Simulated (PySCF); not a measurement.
**O2Ta⁺: script and output**

The script input.py:

```python
from pyscf import gto, dft

mol = gto.M(
    atom='Ta 0 0 -0.1614; O 1.3655 0 0.9154; O -1.3655 0 0.9154',
    basis='lanl2dz',
    ecp={'Ta': 'lanl2dz'},
    charge=1,
    spin=0,
    verbose=4,
)
mf = dft.RKS(mol, xc='lda,vwn')
mf.kernel()
mf.dip_moment()
print('orbital energies (hartree):', mf.mo_energy[..., max(0, mol.nelec[1]-3):mol.nelec[0]+3].round(4))
```

```bash
$ OMP_NUM_THREADS=1 python input.py
```

It prints (some set-up lines removed):

```
PySCF version 2.14.0

[INPUT] Symbol           X                Y                Z      unit          X                Y                Z       unit  Magmom
[INPUT]  1 Ta     0.000000000000   0.000000000000  -0.161400000000 AA    0.000000000000   0.000000000000  -0.305001796505 Bohr   0.0
[INPUT]  2 O      1.365500000000   0.000000000000   0.915400000000 AA    2.580421023094   0.000000000000   1.729855294427 Bohr   0.0
[INPUT]  3 O     -1.365500000000   0.000000000000   0.915400000000 AA   -2.580421023094   0.000000000000   1.729855294427 Bohr   0.0

nuclear repulsion = 75.6957587963742
number of shells = 17
number of NR pGTOs = 88
number of NR cGTOs = 40
basis = lanl2dz
ecp = {'Ta': 'lanl2dz'}

******** <class 'pyscf.dft.rks.RKS'> ********
method = RKS
initial guess = minao
damping factor = 0
level_shift factor = 0
DIIS = <class 'pyscf.scf.diis.CDIIS'>
SCF conv_tol = 1e-09
SCF max_cycles = 50
XC functionals = lda,vwn

grids dens level: 3
Initial guess from minao.
tot grids = 52176
init E= -208.292246967771
  HOMO = -0.278509415395991  LUMO = 0.0118687373403876  gap/eV = 7.90159
cycle= 1 E= -204.718032604438  delta_E= 3.57  |g|= 2.48  |ddm|= 2.98
  HOMO = -0.532551163034979  LUMO = -0.42707006204285  gap/eV = 2.87029
cycle= 2 E= -187.85934826746  delta_E= 16.9  |g|= 5.34  |ddm|= 6.84
  HOMO = -0.629351441717336  LUMO = -0.399238011256527  gap/eV = 6.26171
cycle= 3 E= -206.107392291803  delta_E= -18.2  |g|=  1.6  |ddm|= 6.35
  HOMO = -0.535077719875794  LUMO = -0.384492563049508  gap/eV = 4.09763
cycle= 4 E= -206.500885500738  delta_E= -0.393  |g|= 1.06  |ddm|= 0.491
  HOMO = -0.571784882114878  LUMO = -0.450756409256689  gap/eV = 3.29335
cycle= 5 E= -206.591759993575  delta_E= -0.0909  |g|= 1.02  |ddm|= 0.37
  HOMO = -0.532298786447606  LUMO = -0.39406214093602  gap/eV = 3.76161
cycle= 6 E= -206.438987946345  delta_E= 0.153  |g|= 1.18  |ddm|= 0.384
  HOMO = -0.520374620663827  LUMO = -0.392452632754629  gap/eV = 3.48093
cycle= 7 E= -206.497612182835  delta_E= -0.0586  |g|= 1.08  |ddm|= 0.0728
  HOMO = -0.510801170336025  LUMO = -0.421985074006042  gap/eV = 2.41681
cycle= 8 E= -206.714416374594  delta_E= -0.217  |g|= 0.645  |ddm|= 0.398
  HOMO = -0.498711993642869  LUMO = -0.447504117371885  gap/eV = 1.39344
cycle= 9 E= -206.81468182937  delta_E= -0.1  |g|= 0.0267  |ddm|= 0.461
  HOMO = -0.498522476617171  LUMO = -0.445927833981677  gap/eV = 1.43117
cycle= 10 E= -206.814854900652  delta_E= -0.000173  |g|= 0.00452  |ddm|= 0.031
  HOMO = -0.498491325274498  LUMO = -0.446189269502737  gap/eV = 1.42321
cycle= 11 E= -206.814860075079  delta_E= -5.17e-06  |g|= 0.000748  |ddm|= 0.00477
  HOMO = -0.498510377811053  LUMO = -0.446171574979889  gap/eV = 1.42421
cycle= 12 E= -206.814860201282  delta_E= -1.26e-07  |g|= 3.52e-05  |ddm|= 0.000545
  HOMO = -0.498510163974291  LUMO = -0.446172577929763  gap/eV = 1.42418
cycle= 13 E= -206.814860201577  delta_E= -2.95e-10  |g|= 4.61e-06  |ddm|= 2.41e-05
  HOMO = -0.498509401218593  LUMO = -0.446173298503159  gap/eV = 1.42414
Extra cycle  E= -206.814860201413  delta_E= 1.64e-10  |g|= 2.79e-05  |ddm|= 2.1e-05
converged SCF energy = -206.814860201413

WARN: System has nonzero charge 1; the dipole moment is origin-dependent.
Location of origin: [0. 0. 0.]

Dipole moment(X, Y, Z, Debye): -0.00009,  0.00000, -5.81403
orbital energies (hartree): [-0.5712 -0.5539 -0.4985 -0.4462 -0.3903 -0.3603]
```

In short: E(SCF) = -206.814860 Eh, 13 cycles.

Run time: 3 s on 1 thread of Arm Neoverse N1 (shared host), peak memory 0.14 GiB.

The dipole of an ion depends on the origin.
